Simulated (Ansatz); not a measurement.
Program: Ansatz. Geometries: PBE0-D4/def2-TZVP. ΔE: electronic, gas phase. CCSD(T)/CBS adds triple-zeta CCSD(T) − MP2 to the extrapolated MP2 energy (def2 sets, frozen cores). Functionals use def2-TZVPP. For Ge outer-core shells are correlated without core-valence functions, which leaves a few kJ/mol of doubt a bond. Scalar relativity is left out up to krypton.

`C[CH](C)[GeH]` → `[CH3][GeH]1[CH2][CH2]1`  (isomerisation)

```json
{"level": "r2SCAN-D4", "ΔE (kJ/mol)": "-28.5"}
{"level": "ωB97M-V", "ΔE (kJ/mol)": "-9.3"}
{"level": "B2PLYP", "ΔE (kJ/mol)": "-14.6"}
{"level": "HF/def2-TZVPP", "ΔE (kJ/mol)": "8.9"}
{"level": "SCS-MP2/def2-TZVPP", "ΔE (kJ/mol)": "-25.6"}
{"level": "CCSD(T)/def2-TZVPP", "ΔE (kJ/mol)": "-23.8"}
{"level": "MP2/def2-QZVPP", "ΔE (kJ/mol)": "-35.5"}
{"level": "CCSD/CBS(def2)", "ΔE (kJ/mol)": "-13.0"}
```

Problem. What does CCSD(T)/CBS give? (An estimate is asked.)

Solution. Computed: -18.3 kJ/mol. The listed levels differ from it by -10.2, 9.0, 3.7, 27.2, -7.3, -5.5, -17.2, 5.3 kJ/mol.

Largest T1 diagnostic among the species: 0.011.

The D4 term adds +5.9 kJ/mol with B3LYP and +2.9 kJ/mol with PBE0; it sums over pairs of atoms, weighted by their polarisabilities, and B3LYP, whose exchange is more repulsive, gets the larger term. In def2-TZVPP, CCSD(T) changes the Hartree–Fock value by −32.8 kJ/mol (the triples alone add −5.3 kJ/mol) and MP2 by −47.9 kJ/mol.

B3LYP here is the variant with VWN-RPA as its local correlation; programs differ in this.
